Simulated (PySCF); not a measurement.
Si(Cl)2(F)(GeH3) (Cl2FGeH3Si), SMILES F[Si](Cl)(Cl)[GeH3].

The structure is a stationary point at ωB97X-D3(BJ)/def2-SVP.

Level of theory: HF/def2-TZVP (PySCF).

Symmetry labels are those of the subgroup Cs that the program uses (full group Cs).

### Question
List the valence orbital energies around the gap with their symmetry. (The exact figures need the calculation; the answer reports its results.)

### Answer

| orbital | symmetry | energy (eV) |
|---|---|---|
| HOMO−7 | A" | -15.18 |
| HOMO−6 | A' | -14.34 |
| HOMO−5 | A' | -13.86 |
| HOMO−4 | A" | -13.58 |
| HOMO−3 | A' | -13.36 |
| HOMO−2 | A" | -13.15 |
| HOMO−1 | A" | -12.83 |
| HOMO | A' | -11.57 |
| LUMO | A' | 2.93 |
| LUMO+1 | A" | 3.17 |
| LUMO+2 | A' | 3.59 |
| LUMO+3 | A' | 3.88 |
